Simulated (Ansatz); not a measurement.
Si19OH26⁻, a nanocrystal with a defect cut from the lattice of silicon (double-bonded O in place of two caps). Total charge -1; doublet. Geometry PBE-D4/def2-SVP, that of the neutral singlet; atoms count from 1.

Cartesian coordinates in Å:
```
Si -3.551 -0.558 -1.731
Si -1.145 -3.480 -1.641
Si -2.165 3.058 -1.423
Si 0.184 0.067 -1.221
Si 1.516 3.656 -1.075
Si -0.428 2.116 1.952
Si 3.902 0.617 -0.967
Si -1.827 -1.460 1.643
Si 1.952 -0.904 2.043
Si 2.685 -2.864 -1.321
Si -4.051 1.671 -1.154
Si -1.599 -1.370 -0.694
Si 0.931 -4.407 -1.010
Si -2.174 0.669 2.594
Si -0.222 2.224 -0.384
Si 2.158 -0.816 -0.295
Si 3.682 2.929 -0.469
Si 1.531 1.241 2.925
Si 0.132 -2.260 2.679
O 5.069 0.037 -1.835
H -4.716 -1.457 -1.397
H -3.327 -0.619 -3.223
H -1.137 -3.289 -3.139
H -2.267 -4.430 -1.301
H -1.866 3.163 -2.899
H -2.457 4.446 -0.908
H 0.344 0.139 -2.722
H 1.476 3.708 -2.583
H 1.277 5.051 -0.552
H -0.687 3.504 2.489
H -2.988 -2.362 1.988
H 3.235 -1.451 2.620
H 2.848 -2.601 -2.795
H 3.974 -3.400 -0.759
H -5.162 2.179 -2.044
H -4.535 1.736 0.271
H 1.178 -5.642 -1.845
H 0.874 -4.831 0.435
H -3.519 1.237 2.221
H -2.128 0.520 4.098
H 3.886 3.112 1.014
H 4.740 3.700 -1.215
H 2.708 2.154 2.696
H 1.317 1.113 4.414
H 0.394 -3.706 2.347
H -0.040 -2.141 4.176
```

Single mean-field runs in def2-TZVP are fitted with def2-universal-jkfit.

Problem. Estimate the Mulliken populations of the heavy atoms from the PBE0/def2-TZVP orbitals of Ansatz.

Solution. 
| atom | charge (e) | spin (α − β) |
| --- | --- | --- |
| Si1 | -0.02 | 0.01 |
| Si2 | -0.01 | 0.00 |
| Si3 | -0.02 | 0.00 |
| Si4 | -0.05 | 0.08 |
| Si5 | -0.04 | 0.05 |
| Si6 | 0.01 | 0.01 |
| Si7 | 0.25 | 0.50 |
| Si8 | 0.01 | 0.00 |
| Si9 | 0.00 | 0.05 |
| Si10 | 0.00 | 0.00 |
| Si11 | -0.01 | 0.00 |
| Si12 | 0.01 | 0.04 |
| Si13 | -0.02 | 0.00 |
| Si14 | -0.02 | 0.00 |
| Si15 | 0.04 | -0.02 |
| Si16 | -0.03 | 0.04 |
| Si17 | -0.06 | 0.01 |
| Si18 | -0.01 | 0.00 |
| Si19 | -0.04 | 0.03 |
| O20 | -0.59 | 0.18 |
Mulliken values and Mayer orders depend strongly on the basis.

Problem. Where does the spin sit?

Solution. Summed by element: Si 0.80, O 0.18, H 0.03, of 1 unpaired in all. Largest on single atoms: Si7 0.50, O20 0.18, Si4 0.08.

Problem. And the Mayer bond orders between bonded heavy atoms (over 0.3)?

Solution. Si1–Si11 0.95 (2.36 Å); Si1–Si12 0.93 (2.36 Å); Si2–Si12 0.94 (2.36 Å); Si2–Si13 0.95 (2.36 Å); Si3–Si11 0.95 (2.36 Å); Si3–Si15 0.93 (2.36 Å); Si4–Si12 0.87 (2.35 Å); Si4–Si15 0.91 (2.35 Å); Si4–Si16 0.92 (2.35 Å); Si5–Si15 0.94 (2.36 Å); Si5–Si17 0.95 (2.36 Å); Si6–Si14 0.95 (2.36 Å); Si6–Si15 0.92 (2.35 Å); Si6–Si18 0.94 (2.36 Å); Si7–Si16 0.87 (2.36 Å); Si7–Si17 0.94 (2.38 Å); Si7–O20 1.93 (1.57 Å); Si8–Si12 0.93 (2.35 Å); Si8–Si14 0.95 (2.36 Å); Si8–Si19 0.95 (2.36 Å); Si9–Si16 0.92 (2.35 Å); Si9–Si18 0.95 (2.36 Å); Si9–Si19 0.91 (2.36 Å); Si10–Si13 0.95 (2.36 Å); Si10–Si16 0.92 (2.35 Å).
